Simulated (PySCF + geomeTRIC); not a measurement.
All values below come from BP86-D3(BJ)/def2-SVP (PySCF + geomeTRIC). fastk is a local helper that only speeds up exchange builds. No frequencies were computed at this level.

```python
import json, numpy as np
from pyscf import gto, dft
from fastk import lowrank_exchange
atoms = """
Sc    -0.161558     0.001956    -0.074216
N     -0.514724    -1.807356    -0.917712
H     -1.410790    -2.199716    -1.210730
H      0.163020    -2.534725    -1.150047
N      1.730813     0.542786     0.411799
H      2.044116     1.418461     0.833259
H      2.589369     0.003311     0.292413
N     -1.701391     1.271454     0.282205
H     -1.664525     2.203347     0.697683
H     -2.693147     1.124535     0.089053
"""
def scf(charge, spin, dm0=None):
    mol = gto.M(atom=atoms, basis='def2-svp', ecp={}, charge=charge, spin=spin, verbose=3, max_memory=5040)
    mf = dft.KS(mol, xc='bp86').density_fit(auxbasis="def2-universal-jkfit")
    mf.disp = 'd3bj'
    mf.grids.level = 3
    mf.conv_tol = 1e-8
    mf.max_cycle = 120
    mf.level_shift = 0.25
    mf.kernel(dm0)
    if not mf.converged:
        mf = mf.newton().run(mf.mo_coeff, mf.mo_occ).undo_soscf()
    return mf
mf = scf(0, 0)
from pyscf.geomopt.geometric_solver import kernel as optimize
path = []
done, mol = optimize(mf, maxsteps=120, assert_convergence=False, callback=lambda env: path.append((env["energy"], bool(env["g_scanner"].converged))))
res = dict(converged=bool(done and path[-1][1]), energy=path[-1][0], path=[e for e, c in path], xyz=mol.atom_coords(unit="Angstrom").tolist(), nao=mol.nao)
json.dump(res, open("result.json", "w"))
```

Output:

```
converged SCF energy = -928.556056659358
Geometry optimization cycle 1
converged SCF energy = -928.556056659684
cycle 1: E = -928.55605666  dE = -928.556  norm(grad) = 0.0347356
Geometry optimization cycle 2
converged SCF energy = -928.557934407058
cycle 2: E = -928.557934407  dE = -0.00187775  norm(grad) = 0.00845515
Geometry optimization cycle 3
converged SCF energy = -928.558138951608
cycle 3: E = -928.558138952  dE = -0.000204545  norm(grad) = 0.000882364
Geometry optimization cycle 4
converged SCF energy = -928.55814413616
cycle 4: E = -928.558144136  dE = -5.18455e-06  norm(grad) = 0.000714989
Geometry optimization cycle 5
converged SCF energy = -928.558148489475
cycle 5: E = -928.558148489  dE = -4.35332e-06  norm(grad) = 0.000631364
Geometry optimization cycle 6
converged SCF energy = -928.558149928181
cycle 6: E = -928.558149928  dE = -1.43871e-06  norm(grad) = 0.000404187
Geometry optimization cycle 7
converged SCF energy = -928.5581500577
cycle 7: E = -928.558150058  dE = -1.29519e-07  norm(grad) = 0.00028523
Geometry optimization cycle 8
converged SCF energy = -928.558150025221
cycle 8: E = -928.558150025  dE = 3.24793e-08  norm(grad) = 0.00030335
Geometry optimization cycle 9
converged SCF energy = -928.55815032882
cycle 9: E = -928.558150329  dE = -3.036e-07  norm(grad) = 0.000277788
<class 'geometric.internal.Distance'> : 9
<class 'geometric.internal.Angle'> : 8
<class 'geometric.internal.OutOfPlane'> : 4
<class 'geometric.internal.Dihedral'> : 12
<class 'geometric.internal.TranslationX'> : 1
<class 'geometric.internal.TranslationY'> : 1
<class 'geometric.internal.TranslationZ'> : 1
<class 'geometric.internal.RotationA'> : 1
<class 'geometric.internal.RotationB'> : 1
<class 'geometric.internal.RotationC'> : 1
Step    0 : Gradient = 1.098e-02/1.609e-02 (rms/max) Energy = -928.5560566597
Step    1 : Displace = 5.895e-02/8.812e-02 (rms/max) Trust = 1.000e-01 (=) Grad = 2.674e-03/4.759e-03 (rms/max) E (change) = -928.5579344071 (-1.878e-03) Quality = 0.716
Step    2 : Displace = 1.557e-02/2.322e-02 (rms/max) Trust = 1.000e-01 (=) Grad = 2.790e-04/4.319e-04 (rms/max) E (change) = -928.5581389516 (-2.045e-04) Quality = 0.937
Step    3 : Displace = 2.340e-03/4.062e-03 (rms/max) Trust = 1.414e-01 (+) Grad = 2.261e-04/3.481e-04 (rms/max) E (change) = -928.5581441362 (-5.185e-06) Quality = 1.267
Step    4 : Displace = 4.996e-03/8.991e-03 (rms/max) Trust = 2.000e-01 (+) Grad = 1.997e-04/3.921e-04 (rms/max) E (change) = -928.5581484895 (-4.353e-06) Quality = 0.983
Step    5 : Displace = 6.141e-03/1.043e-02 (rms/max) Trust = 2.828e-01 (+) Grad = 1.278e-04/2.544e-04 (rms/max) E (change) = -928.5581499282 (-1.439e-06) Quality = 0.464
Step    6 : Displace = 3.921e-03/6.110e-03 (rms/max) Trust = 2.828e-01 (=) Grad = 9.020e-05/1.627e-04 (rms/max) E (change) = -928.5581500577 (-1.295e-07) Quality = 0.096
Step    7 : Displace = 1.818e-03/2.636e-03 (rms/max) Trust = 1.961e-03 (-) Grad = 9.593e-05/1.784e-04 (rms/max) E (change) = -928.5581500252 (+3.248e-08) Quality = -0.032
Step    8 : Displace = 8.376e-04/1.313e-03 (rms/max) Trust = 9.092e-04 (-) Grad = 8.784e-05/1.599e-04 (rms/max) E (change) = -928.5581503288 (-3.036e-07) Quality = 0.260
Converged! =D
```

Cost: very roughly 100 core-seconds.
